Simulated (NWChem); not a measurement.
System: HTeSeI; SMILES [SeH][Te]I

The following NWChem deck was run.

```
start job
memory heap 200 mb stack 900 mb global 1100 mb
geometry units angstroms noautoz
  Te     0.964396    -0.475259    -0.003462
  I     -0.364281     1.913127     0.008184
  Se    -0.881757    -2.163754     0.043344
  H     -1.075666    -2.246408    -1.417839
end
basis spherical
  * library def2-svp
end
ecp
  Te library def2-ecp
  I library def2-ecp
end
dft
  xc scan
  grid xcoarse
  iterations 150
  mulliken
end
task dft gradient
```

Excerpt of the output:

```
             Northwest Computational Chemistry Package (NWChem) 7.3.0
             --------------------------------------------------------

 C1  symmetry detected

                             Geometry "geometry" -> ""
                             -------------------------

 Output coordinates in angstroms (scale by  1.889725989 to convert to a.u.)

  No.       Tag          Charge          X              Y              Z
 ---- ---------------- ---------- -------------- -------------- --------------
    1 Te                  52.0000     0.96938977    -0.47445168     0.00466259
    2 I                   53.0000    -0.37662588     1.90423404     0.00606677
    3 Se                  34.0000    -0.86488838    -2.17635299     0.02570203
    4 H                    1.0000    -1.04089133    -2.25691503    -1.43786241

 Effective nuclear repulsion energy (a.u.)    1167.0350138014

                                 NWChem DFT Module
                                 -----------------

 Summary of "ao basis" -> "ao basis" (spherical)
 ------------------------------------------------------------------------------
       Tag                 Description            Shells   Functions and Types
 ---------------- ------------------------------  ------  ---------------------
 Te                         def2-svp                10       26   4s4p2d
 I                          def2-svp                10       26   4s4p2d
 Se                         def2-svp                12       32   5s4p3d
 H                          def2-svp                 3        5   2s1p

            General Information
            -------------------
          SCF calculation type: DFT
          Wavefunction type:  closed shell.
          No. of atoms     :     4
          No. of electrons :    84
           Alpha electrons :    42
            Beta electrons :    42
          Charge           :     0
          Spin multiplicity:     1
          Use of symmetry is: off; symmetry adaption is: off
          Maximum number of iterations: 150
          AO basis - number of functions:    89
                     number of shells:    35
          Convergence on energy requested:  1.00D-06
          Convergence on density requested:  1.00D-05
          Convergence on gradient requested:  5.00D-04

              XC Information
              --------------
                         SCAN Method XC Functional
                  SCAN metaGGA Exchange Functional  1.000
                        SCAN Correlation Potential  1.000

             Grid Information
             ----------------
          Grid used for XC integration:  xcoarse
          Radial quadrature: Mura-Knowles
          Angular quadrature: Lebedev.
          Tag              B.-S. Rad. Rad. Pts. Rad. Cut. Ang. Pts.
          ---              ---------- --------- --------- ---------
          Te                  1.40       84           8.0       194
          I                   1.40       84          11.0       194
          Se                  1.15       75          11.0       194
          H                   0.35       21          11.0       194
          Grid pruning is: on
          Number of quadrature shells:   264
          Spatial weights used:  Erf1

      Superposition of Atomic Density Guess
      -------------------------------------

 Sum of atomic energies:       -3058.36190253

      Non-variational initial energy
      ------------------------------

 Total energy =   -2963.960224
 1-e energy   =   -5162.088085
 2-e energy   =    1780.623354
 HOMO         =      -0.218510
 LUMO         =      -0.077897

     ---------------------------------------------
      Total Density - Mulliken Population Analysis
     ---------------------------------------------

    Atom       Charge   Shell Charges
 -----------   ------   -------------------------------------------------------
    1 Te  24    23.67   1.77  0.27  1.21  0.65  2.90  3.13  1.79  1.86  9.85  0.24
    2 I   25    25.29   1.83  0.22  1.24  0.68  2.93  3.13  2.59  2.67  9.83  0.20
    3 Se  34    34.19   2.00  2.00  2.00  1.33  0.54  6.00  5.98  1.84  2.46  8.20  1.75  0.09
    4 H    1     0.84   0.58  0.24  0.02

   convergence    iter        energy       DeltaE   RMS-Dens  Diis-err
 ---------------- ----- ----------------- --------- --------- ---------
 d= 0,ls=0.0,diis     1  -2967.9673899841 -3.39D+03  1.66D-02  3.53D-01
 d= 0,ls=0.0,diis     2  -2967.9339542795  3.34D-02  1.23D-02  4.23D-01
 d= 0,ls=0.0,diis     3  -2967.9984876452 -6.45D-02  5.26D-03  9.86D-02
 d= 0,ls=0.0,diis     4  -2968.0182377164 -1.98D-02  1.22D-03  7.04D-03
 d= 0,ls=0.0,diis     5  -2968.0195620436 -1.32D-03  2.07D-04  2.24D-04
  Resetting Diis
 d= 0,ls=0.0,diis     6  -2968.0195980645 -3.60D-05  5.64D-05  1.79D-05
 d= 0,ls=0.0,diis     7  -2968.0196000107 -1.95D-06  6.53D-05  1.88D-06
 d= 0,ls=0.0,diis     8  -2968.0195985025  1.51D-06  4.52D-05  9.62D-06
 d= 0,ls=0.0,diis     9  -2968.0196003883 -1.89D-06  2.81D-06  3.32D-08
 d= 0,ls=0.0,diis    10  -2968.0196003943 -6.01D-09  6.63D-07  1.82D-09

         Total DFT energy =    -2968.019600394279
      One electron energy =    -5162.442371737445
           Coulomb energy =     1907.884471055843
    Exchange-Corr. energy =     -130.966206865472
 Nuclear repulsion energy =      417.504507152794

 Numeric. integr. density =       84.000274325919

                       DFT Final Molecular Orbital Analysis
                       ------------------------------------

 Vector   40  Occ=2.000000D+00  E=-2.556990D-01
              MO Center= -4.4D-01,  5.3D-01,  2.1D-03, r^2= 5.5D+00
   Bfn.  Coefficient  Atom+Function         Bfn.  Coefficient  Atom+Function
  ----- ------------  ---------------      ----- ------------  ---------------
    37      0.490920  2 I  px                40      0.434066  2 I  px
    67      0.327704  3 Se px                64      0.283212  3 Se px
    34     -0.198193  2 I  px                61     -0.177546  3 Se px
    31     -0.160030  2 I  px                 3     -0.138843  1 Te s
     4     -0.130411  1 Te s                 11     -0.119012  1 Te px

 Vector   41  Occ=2.000000D+00  E=-2.446324D-01
              MO Center= -6.1D-01, -5.6D-01, -1.1D-03, r^2= 6.0D+00
   Bfn.  Coefficient  Atom+Function         Bfn.  Coefficient  Atom+Function
  ----- ------------  ---------------      ----- ------------  ---------------
    68      0.386193  3 Se py                38      0.335080  2 I  py
    65      0.334228  3 Se py                67     -0.285151  3 Se px
    41      0.283698  2 I  py                64     -0.246760  3 Se px
    37      0.230640  2 I  px                62     -0.209174  3 Se py
    40      0.199156  2 I  px                61      0.155307  3 Se px

 Vector   42  Occ=2.000000D+00  E=-2.079413D-01
              MO Center=  4.7D-01,  1.9D-01, -1.2D-02, r^2= 4.3D+00
   Bfn.  Coefficient  Atom+Function         Bfn.  Coefficient  Atom+Function
  ----- ------------  ---------------      ----- ------------  ---------------
    13      0.519661  1 Te pz                16      0.472594  1 Te pz
    39     -0.367512  2 I  pz                42     -0.352059  2 I  pz
    10     -0.199817  1 Te pz                 7     -0.154953  1 Te pz
    36      0.147560  2 I  pz                33      0.118587  2 I  pz
    85      0.105658  4 H  s                 86      0.101833  4 H  s

 Vector   43  Occ=0.000000D+00  E=-1.326484D-01
              MO Center=  2.5D-01,  2.3D-01,  3.2D-03, r^2= 5.3D+00
   Bfn.  Coefficient  Atom+Function         Bfn.  Coefficient  Atom+Function
  ----- ------------  ---------------      ----- ------------  ---------------
    41     -0.499186  2 I  py                14      0.467230  1 Te px
    11      0.387313  1 Te px                15     -0.367597  1 Te py
    38     -0.368219  2 I  py                12     -0.323850  1 Te py
    68      0.292632  3 Se py                 3     -0.273030  1 Te s
    40      0.225716  2 I  px                 4     -0.211441  1 Te s

 Vector   44  Occ=0.000000D+00  E=-1.008576D-01
              MO Center=  2.9D-01, -9.3D-01, -6.0D-03, r^2= 4.8D+00
   Bfn.  Coefficient  Atom+Function         Bfn.  Coefficient  Atom+Function
  ----- ------------  ---------------      ----- ------------  ---------------
    15      0.574457  1 Te py                67      0.497654  3 Se px
    12      0.419706  1 Te py                14      0.412514  1 Te px
    68      0.394394  3 Se py                11      0.288207  1 Te px
    57      0.276583  3 Se s                 64      0.276933  3 Se px
    56      0.233532  3 Se s                 65      0.206277  3 Se py

 Vector   45  Occ=0.000000D+00  E=-1.613282D-02
              MO Center= -8.7D-01, -2.1D+00, -7.3D-01, r^2= 3.1D+00
   Bfn.  Coefficient  Atom+Function         Bfn.  Coefficient  Atom+Function
  ----- ------------  ---------------      ----- ------------  ---------------
    86      1.155588  4 H  s                 69      0.901052  3 Se pz
    57     -0.577479  3 Se s                 85      0.364701  4 H  s
    66      0.333178  3 Se pz                56     -0.315192  3 Se s
    63     -0.207953  3 Se pz                55      0.179864  3 Se s
     4      0.167730  1 Te s                  3     -0.158645  1 Te s

     ---------------------------------------------
      Total Density - Mulliken Population Analysis
     ---------------------------------------------

[...]

                         DFT ENERGY GRADIENTS

    atom               coordinates                        gradient
                 x          y          z           x          y          z
   1 Te      1.831881  -0.896584   0.008811   -0.001663   0.001163  -0.000072
   2 I      -0.711720   3.598481   0.011465    0.001039  -0.002420  -0.000011
   3 Se     -1.634402  -4.112711   0.048570    0.001792   0.002540   0.012411
   4 H      -1.966999  -4.264951  -2.717166   -0.001168  -0.001284  -0.012328
```

Level: SCAN/def2-SVP with def2 effective core potentials on Te, I. Structure relaxed at the PBE0/def2-SVP level. def2 effective core potentials on Te, I; no spin-orbit coupling.
